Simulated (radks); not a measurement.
Results of a calculation; reference values are marked as such.
These are the eigenvalues of the occupied orbitals of an atom or ion with whole-number occupations (eV). Code: a radial shooting solver on a logarithmic mesh with Libxc functionals. Model: Dirac Kohn-Sham, AM05, spin-unpolarised, spherical densities, point nucleus.

1s1/2: -32976.83
2s1/2: -5136.045
2p1/2: -4823.334
2p3/2: -4525.056
3s1/2: -1075.521
3p1/2: -946.1594
3p3/2: -890.0208
3d3/2: -661.6705
3d5/2: -649.8523
4s1/2: -228.7529
4p1/2: -183.5227
4p3/2: -172.4723
4d3/2: -99.4861
4d5/2: -97.7299
5s1/2: -59.7817
5p1/2: -47.8497
5d3/2: -29.4534

Which element is it, and in what charge state? The configuration may be excited. Open shells, if any, fill j = l - 1/2 first.

Answer. Z = 53, iodine, charge +4: I4+ in [Kr] 4d10 5s1 5p1 5d1. The list shows which subshells hold electrons but not how many an open one holds; the 1s level, -1211.9 hartree, gives Z - s = 49.2 by -(Z - s)^2/2, which with screening and relativity narrows Z to a few neighbours, and the depths of the outer levels then fix element, charge and occupations together.
